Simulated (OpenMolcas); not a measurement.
## An input for HfH2Cl2O2 (SMILES Cl[Hf](Cl)(O)O)

HfH2Cl2O2: 7 atoms, total charge 0, spin state singlet. SMILES: `Cl[Hf](Cl)(O)O`. The coordinates come from a PBE0-D4/def2-TZVP relaxation. This is one conformer, not always the lowest.

```xyz
7

Cl   -1.4564   -2.1750    0.0028
Hf    0.0987   -0.4037   -0.0237
Cl    2.2927   -1.2469   -0.2012
O    -0.2572    0.7048   -1.5209
O    -0.0554    0.5741    1.5940
H    -0.4572    1.3690   -2.1724
H    -0.1652    1.1777    2.3215
```

Settings wanted:

```json
{
 "method": "HF",
 "reference": "RHF",
 "relativity": "sfX2C",
 "integral approximation": "none",
 "symmetry": "none",
 "basis set": "ANO-R0",
 "task": "energy",
 "localisation": "Pipek-Mezey",
 "nucleus": "finite"
}
```

**Question.** Write the OpenMolcas 26.06 input and the command.

**Answer.** This one ran through:

geom.xyz:
```
7

Cl    -1.456370    -2.174970     0.002810
Hf     0.098690    -0.403750    -0.023700
Cl     2.292700    -1.246870    -0.201240
O     -0.257230     0.704790    -1.520890
O     -0.055410     0.574120     1.593960
H     -0.457210     1.368980    -2.172410
H     -0.165190     1.177700     2.321450
```

step1.input:
```
&GATEWAY
  Coord
  geom.xyz
  Basis
  ANO-R0
  Group
  NoSym

&SEWARD

&SCF
  PrOrbitals
  0

&LOCALISATION
  Occupied
  Freeze
  Pipek-Mezey

&LOCALISATION
  FileOrb
  $Project.LocOrb
  Virtual
  Pipek-Mezey
```

```bash
$ export MOLCAS_MEM=1860
$ pymolcas step1.input > step1.log
```

Calculated total energy: -16146.21261 Eh.
